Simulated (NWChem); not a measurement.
# Correlation energy of CF$_{2}$I

SMILES: [C](F)(I)F
```xyz
4

F      1.9251    -0.0767    -1.0732
C      1.3048     0.3407     0.0000
F      1.9251    -0.0767     1.0732
I     -0.8015    -0.0125     0.0000
```
Charge 0, spin multiplicity 2.

All runs are NWChem calculations. Structure: optimised with UPBE0/def2-SVP with def2 effective core potentials on I, a minimum by its harmonic frequencies.

Basis set: def2-SVP. Each correlation energy counts from its own Hartree-Fock reference.

```tsv
method	correlation energy (mHa)
CCSD on ROHF	-614.6
CCSD(T) on ROHF	-629.2
SCS-UMP2	-565.5
CCSD(T) on UHF	-625.4
CCSD[T] on ROHF	-631.1
CCSD on UHF	-611.3
UMP2	-593.6
CCSD[T] on UHF	-627.3
```

The values span 65.7 mHa, from CCSD[T] on ROHF (lowest) to SCS-UMP2 (highest). 

Effective core potentials replace the inner electrons of I; spin-orbit coupling is left out. The correlated methods keep 7 core orbitals frozen. The structure started from a generated list of species. The unpaired electrons of the parent sit in orbitals of symmetry a' (Cs labels of the run); other states weren't searched. The stability of the SCF solutions was not checked. Open-shell Hartree-Fock references start from PBE0 orbitals. Coupled-cluster values serve here as a point of comparison, not as the truth.
